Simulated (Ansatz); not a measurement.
Calculated with Ansatz (gas phase, PBE0-D4/def2-TZVP geometries, no zero-point term in ΔE). CBS: MP2 limit from def2 TZ/QZ plus the TZ coupled-cluster correction, frozen cores. DFT in def2-TZVPP. For Br, Mg outer-core shells are correlated without core-valence functions, which leaves a few kJ/mol of doubt a bond. Scalar relativity is left out up to krypton. One conformer a species, not always the lowest.

Reaction (redistribution): `[MgH][Cl]` + `S=C[SiH2]Br` → `[Cl][Mg][Br]` + `[SiH3]C=S`

Task: Is it downhill or uphill in electronic energy at CCSD(T)/CBS, and by how much? (An estimate is asked.)

Result: Ansatz gave: Downhill: ΔE = -1.12 eV.

Task: What do these levels give: LDA (SPW92), PBE0-D4, ωB97X-V, HF/def2-SVP, HF/CBS(def2), MP2/CBS(def2)? (Best estimate.)

Result: The calculation gave: LDA (SPW92) -0.96, PBE0-D4 -1.07, ωB97X-V -1.10, HF/def2-SVP -1.35, HF/CBS(def2) -1.31, MP2/CBS(def2) -1.11 eV.

Largest T1 diagnostic among the species: 0.015.

The D4 term adds +0.06 eV with B3LYP and +0.03 eV with PBE0; it sums over pairs of atoms, weighted by their polarisabilities, and B3LYP, whose exchange is more repulsive, gets the larger term. Leaving LDA and LC-ωPBE aside and taking each functional with its dispersion term where it has one, the values, not all of them listed here, spread over 0.24 eV, from BHLYP-D4 to B97M-V. LDA lies +0.07 eV from PBE without D4.

B3LYP here is the variant with VWN-RPA as its local correlation; programs differ in this.
